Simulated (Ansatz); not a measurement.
The first iterations of a band of BrH + Cl4Si (7 atoms, charge 0, multiplicity 1).

Theory: RKS PBE-D4/def2-SVP in Ansatz.

| Quantity | Value |
| --- | --- |
| movable images | 5 |
| climbing image | yes |
| spring | 5.0 eV/Å² |
| optimiser | quadratic models (default) |
| start path | through a guess of the saddle point |
| force threshold | 0.05 eV/Å |
| iteration limit | 60 |
| end points | relaxed |

First end point:

```xyz
7
Properties=species:S:1:pos:R:3
Si 0.354 0.000 -0.099
Cl 0.363 0.000 1.970
Cl 2.296 0.000 -0.754
Cl -0.605 1.680 -0.763
Cl -0.605 -1.680 -0.763
Br -3.514 0.000 1.559
H -2.180 0.000 2.099
```

Last end point:

```xyz
7
Properties=species:S:1:pos:R:3
Si -0.615 0.000 -0.713
Cl 0.083 0.000 3.854
Cl 1.157 0.000 0.313
Cl -0.744 1.676 -1.887
Cl -0.744 -1.676 -1.887
Br -2.305 0.000 0.740
H -0.722 0.000 2.830
```

| iteration | highest image above the first end (eV) | largest band force component (eV/Å) |
| --- | --- | --- |
| 1 | 3.417 | 4.099 |
| 2 | 2.291 | 1.972 |
| 3 | 1.804 | 3.381 |

**Question.** Does the band converge within its limit, and where does its top end?

**Answer.** The run converged. It ended after 11 iterations with the highest image 1.446 eV above the first end. A vibrational analysis at the climbing image gives one clearly imaginary mode, 223i cm⁻¹, and a faint second one (27i cm⁻¹) that may be numerical noise or a soft torsion: probably a first-order saddle point. The orbitals stay closed-shell, which can raise the energy where a bond breaks towards radicals; this wasn't checked here.

Time of the run: 46 s on 4 threads of Intel(R) Xeon(R) 6975P-C (Granite Rapids) (shared host), peak memory 0.23 GiB.
